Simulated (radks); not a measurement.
Species: Ni2+. Configuration: [Ar] 3d7 6f1 (not the ground configuration). Method: scalar-relativistic Kohn-Sham, PBE, spin-polarised, spherical densities, point nucleus; open shells are filled with parallel spins first; computed with a radial shooting solver on a logarithmic mesh with Libxc functionals.

Normalised radial functions P(r) = r R(r), r in bohr:

```
   r/bohr * 6f up (the largest magnitude, 0.297, reaches the edge; | marks zero)
 0.001796                             *
 0.002474                             *
 0.003434                             *
 0.004729                             *
 0.006512                             *
 0.008968                             *
  0.01245                             *
  0.01714                             *
  0.02361                             *
  0.03251                             *
  0.04514                             *
  0.06216                             *
   0.0856                             *
   0.1179                             *
   0.1636                             *
   0.2254                             *
   0.3103                             *
   0.4274                             *
   0.5933                             |*
    0.817                             | *
    1.125                             |  *
    1.549                             |      *
    2.151                             |           *
    2.962                             |                *
    4.079                             |              *
    5.618                            *|
    7.798        *                    |
    10.74                       *     |
    14.79                             |                          *
    20.37                             |                   *
    28.27                             |  *
    38.94                             *
```

6f up: eigenvalue -3.226 eV, 2 radial nodes at r = 5.52, 11.4 bohr, <r> = 14.9 bohr, 90 % of the charge inside 20.6 bohr.
